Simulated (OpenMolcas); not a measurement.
Sc2+ (d1) among equal point charges was computed by CASSCF with the d shell active (OpenMolcas, ANO-RCC-VDZP on the metal). Its lowest spin-free states, and all those of the highest spin:

| 2S+1 | Degeneracy | E (cm-1) |
| --- | --- | --- |
| 2 | 1 | 0.0 |
| 2 | 2 | 5709 |
| 2 | 2 | 10028 |

Is the site octahedral, tetrahedral or cube-like, axial, or of lower symmetry?

The states with 2S+1 = 2 have orbital degeneracies 1, 2, 2. There are pairs but no triples, so the site is axial: not cubic, but with a proper or improper axis of order three or more. The run had Sc2+ among 6 point charges of -1.3 e arranged as a trigonal prism (D3h), 1.98 Å from the ion, with a polar angle of 55.0° against the regular 49.1°. The active orbitals were held to one l.

Point charges carry no covalency, so the field is a model and not that of real ligands. No measured value stands beside these numbers.
